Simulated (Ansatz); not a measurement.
`C[N](C)[InH]` radical, charge 0, multiplicity 2.

Give a relaxed structure at PBE0-D4/def2-TZVP (Ansatz). (Estimate.)

The calculation gave: 
```xyz
11

C     0.741   -0.033    0.902
N    -0.043    0.065   -0.301
C    -1.405   -0.351   -0.113
In    0.743    0.732   -2.058
H     1.771    0.290    0.729
H     0.329    0.593    1.710
H     0.777   -1.066    1.283
H    -1.918    0.258    0.648
H    -1.973   -0.264   -1.043
H    -1.471   -1.399    0.221
H     2.448    1.174   -1.978
```
Point group Cs.
This is one stationary point; other conformers may exist.
